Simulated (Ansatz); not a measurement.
## Relaxing a trial structure of H7N2Si2+

The starting geometry of this gas-phase singlet was optimised with GFN2-xTB; its bonds are those of `N1[SiH2][NH2+][SiH2]1`.

```xyz
11

N     1.2030   -2.3534    1.5858
N     0.6375   -0.8986   -0.2102
Si    1.6959   -2.4594   -0.0753
Si    0.2018   -0.9363    1.6295
H     1.4418   -2.9688    2.3450
H     1.0363   -3.4714   -0.8776
H     3.0596   -2.0556   -0.3622
H    -0.1575   -0.9741   -0.8390
H     1.1398   -0.0689   -0.5117
H     0.7995    0.2480    2.2161
H    -1.2291   -1.1649    1.7044
```

**Question.** Predict what becomes of its bonds when it is optimised with r2SCAN-D4/def2-SVP.

**Answer.** It keeps its bonds, and is `N1[SiH2][NH2+][SiH2]1`.

The energy falls by 0.15 eV over 6 steps:

```
step  E − E(last) (eV)
   1             0.145
   2             0.007
   3             0.000
   4             0.000
   5             0.000
   6             0.000
```

Final geometry (Å):

```json
{"atom": "N", "x (Å)": "1.2119", "y (Å)": "-2.3767", "z (Å)": "1.6139"}
{"atom": "N", "x (Å)": "0.6294", "y (Å)": "-0.8739", "z (Å)": "-0.2395"}
{"atom": "Si", "x (Å)": "1.6794", "y (Å)": "-2.4433", "z (Å)": "-0.0524"}
{"atom": "Si", "x (Å)": "0.2203", "y (Å)": "-0.9567", "z (Å)": "1.6115"}
{"atom": "H", "x (Å)": "1.4532", "y (Å)": "-2.9992", "z (Å)": "2.3816"}
{"atom": "H", "x (Å)": "1.0836", "y (Å)": "-3.4974", "z (Å)": "-0.9026"}
{"atom": "H", "x (Å)": "3.0770", "y (Å)": "-2.1033", "z (Å)": "-0.3990"}
{"atom": "H", "x (Å)": "-0.1770", "y (Å)": "-0.9571", "z (Å)": "-0.8724"}
{"atom": "H", "x (Å)": "1.1423", "y (Å)": "-0.0346", "z (Å)": "-0.5396"}
{"atom": "H", "x (Å)": "0.7513", "y (Å)": "0.2661", "z (Å)": "2.2531"}
{"atom": "H", "x (Å)": "-1.2428", "y (Å)": "-1.1273", "z (Å)": "1.7503"}
```

Frequencies at the end are all real (lowest 125 cm⁻¹). Run with Ansatz 0.2.0, 11 s on 2 threads of Intel(R) Xeon(R) Platinum 8259CL CPU @ 2.50GHz (Skylake/Cascade Lake) (shared host).
